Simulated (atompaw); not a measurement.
# u(r) = r·R(r): atom against pseudo-atom (Pr)

Columns: radius, all-electron u(r) and pseudo u(r) of the 4f shell (level -1.73 eV) of praseodymium in the configuration [Kr] 4d10 4f3 5s2 5p6 5d0 6s1.75 6p0.25; LDA (PW92), scalar-relativistic, PAW (atompaw) scheme, atompaw 4.2.0.5.

```csv
r (bohr),all-electron,pseudo
0.115,0.0638,0.0002
0.231,0.3190,0.0030
0.346,0.5990,0.0140
0.462,0.7966,0.0409
0.577,0.8952,0.0893
0.692,0.9216,0.1613
0.808,0.9035,0.2538
0.923,0.8612,0.3554
1.038,0.8074,0.4526
1.154,0.7488,0.5309
1.269,0.6908,0.5774
1.385,0.6345,0.5888
1.500,0.5822,0.5696
1.615,0.5337,0.5321
1.731,0.4889,0.4889
1.846,0.4483,0.4483
1.962,0.4112,0.4112
2.077,0.3778,0.3778
2.192,0.3476,0.3476
2.308,0.3200,0.3200
2.423,0.2952,0.2952
2.538,0.2727,0.2727
2.654,0.2522,0.2522
2.769,0.2338,0.2338
2.885,0.2169,0.2169
3.000,0.2016,0.2016
```

(1) How many radial nodes do the two functions have?

(2) At about which radius was the pseudo-wave matched?

(3) Is the pseudo-wave norm-conserving?

Results:

(1) The all-electron 4f function has n − l − 1 = 0; the pseudo-wave has 0.

(2) 1.80 bohr, where the columns begin to agree (steps of 0.12 bohr).

(3) No, it belongs to a PAW set: the norm inside the radius is not constrained, and the difference is carried by the augmentation charge.
